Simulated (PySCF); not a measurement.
A structure optimised at PBE-D3(BJ)/def2-SVP, used in a PySCF frequency run:

```
Ga
I 1 2.5650
I 1 2.5650 2 122.20
```
Charge 0, spin multiplicity 2.

Q: Write its SMILES, formula and point group.

A: [I][Ga][I], GaI₂, C2v

Q: What are its rotational constants (standard atomic weights)?

A: 6.0136, 0.39486, 0.37053 GHz
